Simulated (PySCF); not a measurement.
GeO3, SMILES [O]=[Ge]1[O][O]1. Coordinates come from a PBE-D3(BJ)/def2-SVP optimisation.

TDA-PBE/def2-SVPD (PySCF) puts the lowest singlet excitations at 3.08, 3.12, 3.40, 3.78, 3.95, 4.40 eV.

What are the lowest excitation roots from PySCF with ADC(2)/aug-cc-pVDZ? (Estimate from the structure and the level; the computed values follow.)

3.36, 3.64, 4.06, 4.60, 4.83, 5.22 eV. S1 differs by 0.28 eV (second minus first; roots are paired by order, and the bases may differ).
